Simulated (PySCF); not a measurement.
## Solvent effects on NMR parameters

Geometry:
```json
{"atom": "C1", "x (Å)": "2.727", "y (Å)": "-0.540", "z (Å)": "-0.036"}
{"atom": "C2", "x (Å)": "1.507", "y (Å)": "-0.462", "z (Å)": "-0.568"}
{"atom": "C3", "x (Å)": "0.267", "y (Å)": "-0.059", "z (Å)": "0.164"}
{"atom": "C4", "x (Å)": "-0.774", "y (Å)": "-1.193", "z (Å)": "0.226"}
{"atom": "O5", "x (Å)": "-2.017", "y (Å)": "-0.669", "z (Å)": "0.637"}
{"atom": "Si6", "x (Å)": "-2.182", "y (Å)": "0.964", "z (Å)": "0.262"}
{"atom": "C7", "x (Å)": "-0.450", "y (Å)": "1.157", "z (Å)": "-0.461"}
{"atom": "H8", "x (Å)": "3.592", "y (Å)": "-0.843", "z (Å)": "-0.630"}
{"atom": "H9", "x (Å)": "2.905", "y (Å)": "-0.300", "z (Å)": "1.018"}
{"atom": "H10", "x (Å)": "1.369", "y (Å)": "-0.708", "z (Å)": "-1.630"}
{"atom": "H11", "x (Å)": "0.537", "y (Å)": "0.195", "z (Å)": "1.205"}
{"atom": "H12", "x (Å)": "-0.458", "y (Å)": "-1.977", "z (Å)": "0.932"}
{"atom": "H13", "x (Å)": "-0.869", "y (Å)": "-1.666", "z (Å)": "-0.772"}
{"atom": "H14", "x (Å)": "-3.291", "y (Å)": "1.202", "z (Å)": "-0.708"}
{"atom": "H15", "x (Å)": "-2.446", "y (Å)": "1.763", "z (Å)": "1.496"}
{"atom": "H16", "x (Å)": "0.070", "y (Å)": "2.101", "z (Å)": "-0.244"}
{"atom": "H17", "x (Å)": "-0.497", "y (Å)": "1.051", "z (Å)": "-1.559"}
```

GIAO PBE0/pcSseg-1 in PySCF on one PBE0-D3(BJ)/def2-SVP conformer, non-relativistic, equivalent nuclei averaged. Solvents enter as an IEF-PCM continuum (chloroform with ε = 4.7, water with ε = 78.4) around the gas-phase geometry. Shifts are referred to TMS computed in the same medium.

Gas phase, δ in ppm: C2 149.4, C1 124.1, C4 74.7, C3 49.2, C7 18.7, Si6 8.3, H10 5.73, H9 5.48, H8 5.31, H14 5.05, H15 5.00, H12 3.97, H13 3.28, H11 2.33. Dipole moment 1.70 D.

(1) How does each δ change in the continuum?

(2) Which of the listed nuclei move most (in ppm), and what does the model miss? (N and O are left out, as their reference compounds move with the solvent too.)

Results:

(1) 
| atoms | environment | Δδ, chloroform | Δδ, water |
| --- | --- | --- | --- |
| C2 | alkene CH | +1.7 | +2.5 |
| C1 | terminal =CH2 carbon | +0.6 | +0.8 |
| C4 | sp3 CH2 bonded to O | +0.6 | +0.9 |
| C3 | allylic sp3 CH | +0.1 | +0.2 |
| C7 | sp3 CH2 bonded to Si | +0.3 | +0.5 |
| Si6 | silicon bonded to C, O, 2 H, in a 5-membered ring | +1.2 | +1.7 |
| H10 | hydrogen on an alkene CH | +0.14 | +0.22 |
| H9 | hydrogen on a terminal =CH2 carbon | +0.08 | +0.11 |
| H8 | hydrogen on a terminal =CH2 carbon | +0.08 | +0.11 |
| H14 | hydrogen on a silicon bonded to C, O, in a 5-membered ring | -0.04 | -0.05 |
| H15 | hydrogen on a silicon bonded to C, O, in a 5-membered ring | -0.04 | -0.06 |
| H12 | hydrogen on an sp3 CH2 bonded to O | +0.02 | +0.01 |
| H13 | hydrogen on an sp3 CH2 bonded to O | +0.08 | +0.14 |
| H11 | hydrogen on an allylic sp3 CH | +0.12 | +0.18 |

Changes are relative to the gas phase. The dipole moment becomes 2.00 D in chloroform, 2.13 D in water.

(2) C2 (alkene CH, +2.5 ppm) in water. A continuum only polarises the solute; specific hydrogen bonds, the anisotropy of aromatic solvents and changes of geometry or conformer are outside it.
